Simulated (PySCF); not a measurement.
CH₆GeOSi, SMILES [SiH3][Ge][O]C (connectivity only; charge and spin as stated), neutral, multiplicity 1.

Coordinates come from a B3LYP-D3(BJ)/def2-SVP optimisation. The structure was generated by enumeration; whether it is a known compound was not checked. Other conformers were not sampled.

Computed with B3LYP-D3(BJ)/def2-SVP (PySCF).

Frequencies are harmonic and unscaled.

```
mode  ν (cm⁻¹)  IR (km/mol)  Raman (Å⁴/amu)  depolarisation    moving atoms (share of kinetic energy)
----  --------  -----------  --------------  --------------  ----------------------------------------
1           73          0.0             0.1            0.75                                    H 99 %
2          100          0.3             0.1            0.75                                    H 96 %
3          142          2.5             2.8            0.59          Si 30 %, C 29 %, H 23 %, Ge 11 %
4          161         16.2             0.0               –                    O 60 %, H 22 %, C 11 %
5          263          1.9            13.0            0.44  Si 39 %, O 18 %, H 17 %, C 13 %, Ge 12 %
6          291         24.6            16.3            0.21  Ge 25 %, Si 24 %, H 22 %, O 17 %, C 13 %
7          346         12.3            12.0            0.75                           H 87 %, Si 10 %
8          448         28.4            10.8            0.71                           H 75 %, Si 12 %
9          583         74.9            16.3            0.33            O 53 %, Ge 21 %, C 17 %, H 8 %
10         855        243.2             1.9            0.72                            H 90 %, Si 9 %
11         936         36.6            30.3            0.75                                    H 97 %
12         948         34.7            36.1            0.75                                    H 97 %
13        1118        178.2             8.9            0.54                    O 50 %, C 40 %, H 10 %
14        1165          2.4             2.1            0.75                            H 76 %, C 19 %
15        1182         11.9             3.6            0.19                    H 68 %, C 20 %, O 12 %
16        1459          0.9            13.9            0.75                                    H 96 %
17        1463          6.4            21.6            0.53                             H 90 %, C 8 %
18        1474         18.3            24.5            0.67                                    H 94 %
19        2160         81.0           226.8            0.02                                    H 98 %
20        2172        114.2           118.3            0.75                                    H 96 %
21        2184        126.5           156.7            0.56                                    H 96 %
22        2992         51.9           186.5            0.07                                    H 98 %
23        3073         34.2            79.7            0.34                            H 90 %, C 10 %
24        3083         25.7           132.2            0.75                            H 90 %, C 10 %
```
